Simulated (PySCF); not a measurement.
## Radial density of Mg (magnesium, neutral)

UHF, [Ne] 3s1 3p1, high-spin 3P determinant (an excited configuration). All numbers are calculated (PySCF 2.14, no relativity, point nucleus, in aug-cc-pVQZ with one added diffuse shell each of s, p, d, f, g type (8s7p5d4f3g, 109 functions)).

```csv
r (bohr),4πr²ρ (e/bohr),4πr²(ρα − ρβ)
0.00224,0.06520,0.0001
0.00377,0.1779,0.0002
0.00633,0.4731,0.0006
0.0107,1.207,0.0016
0.0179,2.871,0.0037
0.0301,6.069,0.0077
0.0507,10.55,0.0128
0.0853,13.34,0.0137
0.143,10.63,0.0070
0.241,7.357,0.0217
0.406,10.38,0.0721
0.683,9.384,0.0314
1.15,2.772,0.0385
1.93,0.5877,0.4258
3.25,0.5767,0.5759
5.46,0.1776,0.1776
9.19,0.008376,0.0084
15.5,1.759e-05,0.0000
```
